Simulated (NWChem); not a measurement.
System: benzoquinone (C6H4O2); SMILES C1=CC(C=CC1=O)=O

Here is an NWChem input.

```
start job
memory heap 200 mb stack 900 mb global 1100 mb
geometry units angstroms noautosym nocenter noautoz
  O      0.000000    -2.687311     0.000000
  C      0.000000    -1.455951     0.000000
  C      1.269641    -0.677625     0.000000
  C      1.269641     0.677625     0.000000
  C      0.000000     1.455951     0.000000
  O      0.000000     2.687311     0.000000
  C     -1.269641     0.677625     0.000000
  C     -1.269641    -0.677625     0.000000
  H      2.195672    -1.273710     0.000000
  H      2.195672     1.273710     0.000000
  H     -2.195672     1.273710     0.000000
  H     -2.195672    -1.273710     0.000000
end
basis spherical
  O library 6-31g*
  C library 6-31g*
  H library 6-31g*
end
dft
  xc xpbe96 cpbe96
  iterations 150
end
cosmo
  do_cosmo_smd true
  solvent propanol
end
task dft energy
```

Parts of the log:

```
             Northwest Computational Chemistry Package (NWChem) 7.3.0
             --------------------------------------------------------

                             Geometry "geometry" -> ""
                             -------------------------

 Output coordinates in angstroms (scale by  1.889725989 to convert to a.u.)

  No.       Tag          Charge          X              Y              Z
 ---- ---------------- ---------- -------------- -------------- --------------
    1 O                    8.0000     0.00000000    -2.68731100     0.00000000
    2 C                    6.0000     0.00000000    -1.45595100     0.00000000
    3 C                    6.0000     1.26964100    -0.67762500     0.00000000
    4 C                    6.0000     1.26964100     0.67762500     0.00000000
    5 C                    6.0000     0.00000000     1.45595100     0.00000000
    6 O                    8.0000     0.00000000     2.68731100     0.00000000
    7 C                    6.0000    -1.26964100     0.67762500     0.00000000
    8 C                    6.0000    -1.26964100    -0.67762500     0.00000000
    9 H                    1.0000     2.19567200    -1.27371000     0.00000000
   10 H                    1.0000     2.19567200     1.27371000     0.00000000
   11 H                    1.0000    -2.19567200     1.27371000     0.00000000
   12 H                    1.0000    -2.19567200    -1.27371000     0.00000000

 Effective nuclear repulsion energy (a.u.)     320.2641175994

  pbe96 is a nonlocal functional; adding pw91lda local functional.

                                 NWChem DFT Module
                                 -----------------

 Summary of "ao basis" -> "ao basis" (spherical)
 ------------------------------------------------------------------------------
       Tag                 Description            Shells   Functions and Types
 ---------------- ------------------------------  ------  ---------------------
 O                           6-31g*                  6       14   3s2p1d
 C                           6-31g*                  6       14   3s2p1d
 H                           6-31g*                  2        2   2s

 in cosmo_initialize ...
 calling solv_data for solv:propanol

 solvent parameters
 solvname_short: propanol
 solvname_long:  1-propanol
 dielec:       20.5240
 dielecinf:     1.9182
 nonaqueous SMD model solvent descriptors
 dielec:       20.5240
 sola:          0.3700
 solb:          0.4800
 solc:          0.0000
 solg:         33.5700
 solh:          0.0000
 soln:          1.3850

          ---------------
          -cosmo- solvent
          ---------------
 Cosmo: York-Karplus, doi: 10.1021/jp992097l
 dielectric constant -eps-     =  20.52
 screen = (eps-1)/(eps    )    =   0.95128
 surface charge correction     = lagrangian

   van der Waals surface
 --------------------------

[...]

                                COSMO-SMD solvation results
                                ---------------------------

             internal energy in gas <Psi(g)|H|Psi(g)> =      -381.003201816982
         internal energy in solvent <Psi(s)|H|Psi(s)> =      -381.000776133580
                               delta internal energy  =         0.002425683402 (    1.52 kcal/mol)
   total free energy in solvent <Psi(s)|H+V/2|Psi(s)> =      -381.016173241842
 polarization energy contribution <Psi(s)|V/2|Psi(s)> =        -0.015397108262 (   -9.66 kcal/mol)
    total free energy in solvent including G(SMD-CDS) =      -381.012908367931
                       G(SMD-CDS) energy contribution =         0.003264873911 (    2.05 kcal/mol)
     1 M fixed-concentration free energy of solvation =        -0.009706550949 (   -6.09 kcal/mol)

                       DFT Final Molecular Orbital Analysis
                       ------------------------------------

 Vector   26  Occ=2.000000D+00  E=-2.603362D-01
              MO Center=  2.2D-06,  8.0D-06,  1.6D-09, r^2= 3.0D+00
   Bfn.  Coefficient  Atom+Function         Bfn.  Coefficient  Atom+Function
  ----- ------------  ---------------      ----- ------------  ---------------
    33      0.300787   3 C  pz               47      0.300792   4 C  pz
    89     -0.300791   7 C  pz              103     -0.300787   8 C  pz
    37      0.198631   3 C  pz               51      0.198634   4 C  pz
    93     -0.198634   7 C  pz              107     -0.198631   8 C  pz

 Vector   27  Occ=2.000000D+00  E=-2.278623D-01
              MO Center=  3.3D-08, -3.2D-03, -9.5D-11, r^2= 6.6D+00
   Bfn.  Coefficient  Atom+Function         Bfn.  Coefficient  Atom+Function
  ----- ------------  ---------------      ----- ------------  ---------------
     3      0.427589   1 O  px               73      0.426990   6 O  px
     7      0.306566   1 O  px               77      0.306123   6 O  px
    32      0.142840   3 C  py               46     -0.142775   4 C  py
    88      0.142775   7 C  py              102     -0.142840   8 C  py
    34     -0.108867   3 C  s                48     -0.108478   4 C  s

 Vector   28  Occ=2.000000D+00  E=-2.206647D-01
              MO Center=  3.1D-08,  3.3D-03, -4.2D-08, r^2= 6.3D+00
   Bfn.  Coefficient  Atom+Function         Bfn.  Coefficient  Atom+Function
  ----- ------------  ---------------      ----- ------------  ---------------
     3      0.387783   1 O  px               73     -0.388461   6 O  px
     7      0.289202   1 O  px               77     -0.289692   6 O  px
    34     -0.252305   3 C  s                48      0.252474   4 C  s
    90     -0.252474   7 C  s               104      0.252305   8 C  s
    31      0.150643   3 C  px               45     -0.150782   4 C  px

 Vector   29  Occ=0.000000D+00  E=-1.546212D-01
              MO Center= -1.5D-07, -2.5D-07, -4.0D-09, r^2= 4.8D+00
   Bfn.  Coefficient  Atom+Function         Bfn.  Coefficient  Atom+Function
  ----- ------------  ---------------      ----- ------------  ---------------
     5      0.318932   1 O  pz               75     -0.318929   6 O  pz
     9      0.263175   1 O  pz               79     -0.263179   6 O  pz
    19     -0.240840   2 C  pz               61      0.240828   5 C  pz
    33     -0.188916   3 C  pz               47      0.188926   4 C  pz
    89      0.188926   7 C  pz              103     -0.188916   8 C  pz

 Vector   30  Occ=0.000000D+00  E=-5.136155D-02
              MO Center= -1.8D-08, -7.6D-06,  4.4D-08, r^2= 3.4D+00
   Bfn.  Coefficient  Atom+Function         Bfn.  Coefficient  Atom+Function
  ----- ------------  ---------------      ----- ------------  ---------------
    37      0.407686   3 C  pz               51     -0.407682   4 C  pz
    93      0.407682   7 C  pz              107     -0.407686   8 C  pz
    33      0.327648   3 C  pz               47     -0.327648   4 C  pz
    89      0.327647   7 C  pz              103     -0.327649   8 C  pz
    27     -0.030967   2 C  d  1             69      0.030968   5 C  d  1

 Vector   31  Occ=0.000000D+00  E=-2.310027D-02
              MO Center=  1.8D-08,  5.6D-05,  3.2D-09, r^2= 4.2D+00
   Bfn.  Coefficient  Atom+Function         Bfn.  Coefficient  Atom+Function
  ----- ------------  ---------------      ----- ------------  ---------------
    23      0.425201   2 C  pz               65      0.425208   5 C  pz
    19      0.415750   2 C  pz               61      0.415766   5 C  pz
     9     -0.271298   1 O  pz               79     -0.271315   6 O  pz
     5     -0.256475   1 O  pz               75     -0.256485   6 O  pz
    37     -0.166758   3 C  pz               51     -0.166758   4 C  pz

     Multipole analysis of the density
     ---------------------------------

     L   x y z        total         alpha         beta         nuclear
     -   - - -        -----         -----         ----         -------
     0   0 0 0     -0.000000    -28.000000    -28.000000     56.000000

     1   1 0 0      0.000000      0.000000      0.000000      0.000000
     1   0 1 0      0.000125      0.000062      0.000062      0.000000
     1   0 0 1      0.000000      0.000000      0.000000      0.000000

     2   2 0 0    -26.186102   -116.603244   -116.603244    207.020385
     2   1 1 0     -0.000003     -0.000002     -0.000002      0.000000
     2   1 0 1     -0.000000     -0.000000     -0.000000      0.000000
     2   0 2 0    -46.696043   -306.342959   -306.342959    565.989876
     2   0 1 1      0.000005      0.000002      0.000002      0.000000
     2   0 0 2    -33.070475    -16.535238    -16.535238      0.000000
```

Level: PBE/6-31G* (spherical d), SMD on the gas-phase geometry. Geometry: optimised at PBE-D3(BJ)/def2-SVP. Solvent: 1-propanol.
